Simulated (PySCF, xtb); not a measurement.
CH7F2NSi2, SMILES F[SiH2]C(N)[SiH2]F.

xtb with GFN2-xTB at its own geometry gives an orbital gap of 4.32 eV and a dipole moment of 2.72 D.

Geometry optimised at r2SCAN-D4/def2-SVP. This is a generated structure with no PubChem entry under its InChIKey; it may be hypothetical. Other conformers were not sampled.

Question: What does PBE/def2-TZVP in PySCF give? (Estimate from the structure and the level; the computed values follow.)

Answer: gap 4.54 eV (levels -5.71 and -1.16 eV), dipole 1.99 D.
